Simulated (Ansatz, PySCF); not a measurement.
The pair A = SiH4 (SMILES [SiH4]) (first 5 atoms), B = H2Se (SMILES [SeH2]); geometry from B3LYP-D3(BJ)/def2-TZVP.
(charge 0, multiplicity 1):
| atom | x (Å) | y (Å) | z (Å) |
|---|---|---|---|
| Si | 0.1951 | -0.0097 | 0.0356 |
| H | -0.6141 | -1.1760 | 0.4501 |
| H | -0.4440 | 1.2378 | 0.5102 |
| H | 0.2729 | 0.0252 | -1.4451 |
| H | 1.5616 | -0.1160 | 0.5903 |
| Se | -0.1044 | 0.0270 | 3.9130 |
| H | 0.3149 | 1.4290 | 3.7707 |
| H | -1.4986 | 0.3788 | 3.6065 |

Correlated levels freeze the cores. Filled d and f shells under p-block atoms count as core. Rows in 6-31G* carry no dispersion term and start afresh at each structure (6-31G* with six Cartesian d functions); the Pople sets are all-electron and without relativity.

Codes used: Ansatz (a program for electronic structure) with Gaussian orbitals; PySCF for 6-31G* rows. 

Total energies (hartree), monomers frozen at their geometry in the pair:

```
structure                  HF/6-31G*  B3LYP/def2-TZVPPD  MP2/def2-SVPD
---------------------  -------------  -----------------  -------------
AB                     -2691.9177124      -2694.7077041  -2692.1259469
A in the pair's basis   -291.2251957       -291.9172985   -291.2775615
B in the pair's basis  -2400.6937732      -2402.7911202  -2400.8472068
A                       -291.2250673       -291.9172712   -291.2770989
B                      -2400.6936816      -2402.7910065  -2400.8462500
```

Problem. Work out the interaction energy without and with the counterpoise correction, and the superposition error, for each level.

Solution. 
E(AB) − E(A) − E(B), times 627.509 kcal/mol, with the monomers in their own basis and then in the pair's basis:
- HF/6-31G*: 0.65 uncorrected, 0.79 corrected; the monomers gain 0.14 kcal/mol from borrowed functions
- B3LYP/def2-TZVPPD: 0.36 uncorrected, 0.45 corrected; the monomers gain 0.09 kcal/mol from borrowed functions
- MP2/def2-SVPD: -1.63 uncorrected, -0.74 corrected; the monomers gain 0.89 kcal/mol from borrowed functions
